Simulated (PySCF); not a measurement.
# Rh: ionisation energy

Rh [Kr] 4d8 5s1 (4F) → Rh⁺ [Kr] 4d8 (3F), as a difference of total energies. All numbers are calculated (PySCF 2.14, a scalar-relativistic core potential, in def2-QZVPPD with the def2 core potential (28 electrons) (7s5p4d4f2g, 88 functions)). Correlated levels: valence: 4s2 4p6 frozen. The calculations carry no spin-orbit coupling.

```
           method  ionisation energy (eV)
              UHF                   6.308
    MP2 (valence)                   7.271
SCS-MP2 (valence)                   7.044
   CCSD (valence)                   7.185
CCSD(T) (valence)                   7.277
```

Task: How much does correlation contribute at CCSD(T) (valence)?

Result: 7.277 − (6.308) = 0.969 eV, measured against UHF.

Errors of the correlated levels include the incompleteness of this basis and the frozen core.

For comparison: 7.479 eV (measured; NIST levels, between the centres of gravity of the two terms).
